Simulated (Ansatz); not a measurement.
# Worked example: a bond strength in CH5FOSn (SMILES [CH3][SnH]([OH])[F])

CH5FOSn: 9 atoms, total charge 0, spin state singlet. As SMILES, `[CH3][SnH]([OH])[F]`. Geometry: optimised at PBE0/def2-SVP. This is one conformer, not always the lowest.

```xyz
9

C    -0.3517    1.3322   -0.1744
Sn   -0.2686   -0.7610    0.2276
O     1.5413   -1.3714    0.7360
F    -0.6220   -1.6212   -1.4822
H    -1.3774    1.6136   -0.4503
H    -0.0429    1.8961    0.7167
H     0.3241    1.5640   -1.0091
H    -1.3092   -1.4700    1.3768
H     2.1948   -1.2287    0.0419
```

Wanted: the dissociation energy of the H8–Sn2 bond into doublet H and doublet CH4FOSn (shapes relaxed at PBE0/def2-SVP, no zero-point term). 1 Eh = 2625.50 kJ/mol = 27.2114 eV. Totals in Eh; open shells run unrestricted unless said.

```
                                                             level  program      CH5FOSn    doublet H  doublet CH4FOSn
                                      HF/def2-SVP (core potential)   Ansatz  -428.284710    -0.499278      -427.690907
                                     PBE/def2-SVP (core potential)   Ansatz  -430.098539    -0.498629      -429.491788
MP2/def2-SVP (core potential), 7 core orbitals frozen in the whole   Ansatz  -428.924149  -428.308980        -0.499278
```

Task: Work out the dissociation energy at each level.

Result: 
1. HF/def2-SVP (core potential): (-0.499278) + (-427.690907) − (-428.284710) = 0.094525 Eh = 248.2 kJ/mol = 2.57 eV.
2. PBE/def2-SVP (core potential): (-0.498629) + (-429.491788) − (-430.098539) = 0.108122 Eh = 283.9 kJ/mol = 2.94 eV.
3. MP2/def2-SVP (core potential): (-428.308980) + (-0.499278) − (-428.924149) = 0.115891 Eh = 304.3 kJ/mol = 3.15 eV.

The levels span 248 to 304 kJ/mol; no measured value is set beside them. Hartree–Fock lacks the correlation of the bonding electrons, so it comes out low. A bond enthalpy at 298 K also holds the loss of zero-point energy and thermal terms.
